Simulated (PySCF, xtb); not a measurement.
HI2Si, SMILES I[SiH]I (connectivity only; charge and spin as stated), charge +1, multiplicity 1.

GFN2-xTB run with xtb 6.7.1 at its own geometry gives an orbital gap of 3.15 eV.

Coordinates come from a B3LYP-D3(BJ)/def2-SVP optimisation. The multiplicity is an assumed one; other spin states were not compared. The isomer is the one that the SMILES or the coordinates give; other isomers of the formula were not compared. The def2 effective core potentials stand for the cores of I; spin–orbit coupling is left out.

**Question.** What does CAM-B3LYP/def2-TZVPD run with PySCF give? (The exact figures need the calculation; the answer reports its results.)

**Answer.** gap 6.90 eV (levels -14.36 and -7.46 eV).
